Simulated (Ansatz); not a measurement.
Compare A (`FB1CC1[SiH3]`) with its isomer B (`B/C=C(\F)[SiH3]`).

Program: Ansatz. Geometries: PBE0-D4/def2-TZVP. ΔE: electronic, gas phase. CBS: MP2 limit from def2 TZ/QZ plus the TZ coupled-cluster correction, frozen cores. Functionals use def2-TZVPP. B3LYP here is the variant with VWN-RPA as its local correlation; programs differ in this.

(1) Which is lower in electronic energy at CCSD(T)/CBS, and by how much? (An estimate is asked.)

(2) Give E(B) − E(A) in kJ/mol with B3LYP-D4, PBE0-D4, MP2/def2-TZVPP, B2PLYP, CCSD/def2-TZVPP, ωB97M-V, HF/def2-TZVPP. (Estimate.)

Largest T1 diagnostic: 0.013.

Answers

(1) Ansatz gave: A, by 163.8 kJ/mol.

(2) Ansatz gave: B3LYP-D4 149.7, PBE0-D4 174.0, MP2/def2-TZVPP 177.1, B2PLYP 156.7, CCSD/def2-TZVPP 163.2, ωB97M-V 167.4, HF/def2-TZVPP 141.7. None reverses the order clearly.

In def2-TZVPP, CCSD(T) changes the Hartree–Fock value by +19.4 kJ/mol (the triples alone add −2.1 kJ/mol) and MP2 by +35.4 kJ/mol. From PBE to PBE0 (25 % exact exchange), in def2-TZVPP and without D4, E(B) − E(A) moves by +10.9 kJ/mol.
